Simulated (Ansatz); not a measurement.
BrFH₄OSi₂ (`O[SiH](F)[SiH2]Br`). The species carries charge 0 and has multiplicity 1. Correlated methods include outer-core shells of Br, which these sets cover unevenly. Scalar relativity is left out up to krypton.

```xyz
9

O    -0.6892    1.6601    0.8358
Si   -0.0299    1.0007   -0.5010
F    -1.0836    0.9439   -1.7025
Si    0.5678   -1.2209   -0.0175
Br   -1.0108   -1.8919    1.4274
H    -1.2381    1.0900    1.3816
H     1.0686    1.8966   -0.9210
H     0.5395   -2.1436   -1.1781
H     1.8756   -1.3349    0.6753
```

**Question.** Give the diagnostics of a CCSD(T)/def2-TZVPP run (frozen core, Ansatz). (An estimate is asked.)

**Answer.** The calculation gave: T1 = 0.0107, largest single amplitude 0.018, largest double 0.020, (T) share of the correlation energy 3.3 %, 9 CCSD cycles. The RHF solution is stable towards an unrestricted one. T1 lies under the customary mark of 0.02 for closed shells.
